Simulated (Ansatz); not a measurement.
```yaml
crystal:
  periodic: [false, false, false]
  atoms:
    - {symbol: C, position_ang: [-0.880138, -0.212181, 0.556726]}
    - {symbol: Ge, position_ang: [0.705247, 0.152299, -0.445604]}
    - {symbol: F, position_ang: [2.102889, -0.598506, 0.202041]}
    - {symbol: F, position_ang: [0.614734, -0.378913, -2.072310]}
    - {symbol: F, position_ang: [1.082471, 1.821715, -0.531317]}
    - {symbol: H, position_ang: [-1.061361, -1.286407, 0.563375]}
    - {symbol: H, position_ang: [-0.748909, 0.144819, 1.577608]}
    - {symbol: H, position_ang: [-1.722836, 0.299974, 0.093681]}
basis:
  gaussian: {orbitals: def2-SVPD, final_grid: {core_spheres: 1, valence_spheres: 1, degree: 5}}
hamiltonian: {xc: {name: wB97M-V}}
correlation: {electrons: outside_noble_gas}
```

```sh
$ ansatz run in.yaml --threads 4 --pin off --events-out ev --progress --plain --max-ram 10444MiB
```

Question: How does Ansatz answer? (Best estimate.)

Answer: Ansatz gave: The input was rejected before any iteration.
```
Error: invalid value for `correlation`: name a method or an active space
```
